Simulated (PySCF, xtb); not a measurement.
Se(I)(GeH3) (GeH3ISe), SMILES [GeH3][Se]I.

GFN2-xTB run with xtb at its own geometry gives an orbital gap of 2.62 eV and a dipole moment of 5.08 D.

The structure is a stationary point at B3LYP-D3(BJ)/def2-SVP. This is a generated structure with no PubChem entry under its InChIKey; it may be hypothetical. The def2 effective core potentials stand for the cores of I; spin–orbit coupling is left out.

Question: What does PBE0/def2-TZVPD run with PySCF give? (An estimate is asked for; the answer gives what the named calculation found.)

Answer: gap 3.74 eV (levels -6.72 and -2.98 eV), dipole 1.56 D.
